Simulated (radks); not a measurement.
Results of a calculation; reference values are marked as such.
Polarisability of the ruthenium ion Ru3+, [Kr] 4d5, at imaginary frequency. Code: a radial shooting solver on a logarithmic mesh with Libxc functionals. Model: non-relativistic Kohn-Sham, LDA (Slater exchange, VWN5 correlation), spin-polarised, spherical densities, point nucleus; open shells are filled with parallel spins first (spin-orbit coupling, left out, can overturn this in heavy ions); relativity is left out, which matters for an element this heavy. Response by self-consistent Sternheimer equations with the Hartree and adiabatic LDA kernel.

| w (hartree) | alpha1(iw) (bohr^3) |
|---|---|
| 0.00266 | 4.941 |
| 0.0143 | 4.940 |
| 0.0360 | 4.934 |
| 0.0697 | 4.915 |
| 0.118 | 4.869 |
| 0.186 | 4.770 |
| 0.280 | 4.580 |
| 0.413 | 4.254 |
| 0.605 | 3.756 |
| 0.892 | 3.083 |
| 1.35 | 2.274 |
| 2.12 | 1.424 |
| 3.59 | 0.7027 |
| 6.94 | 0.2558 |
| 17.5 | 0.06171 |

Static values: alpha1 = 4.941 bohr^3 (0.7321 angstrom^3; uncoupled 7.127). C6 = 22.63, triple-dipole C9 = 78.44 atomic units. One-pole (London) frequency 4 C6 / (3 alpha1^2) = 1.236 hartree, against 1.448 for minus the highest occupied eigenvalue. The dipole shielding factor is 0.932, as the force sum rule N/Z = 0.932 demands.
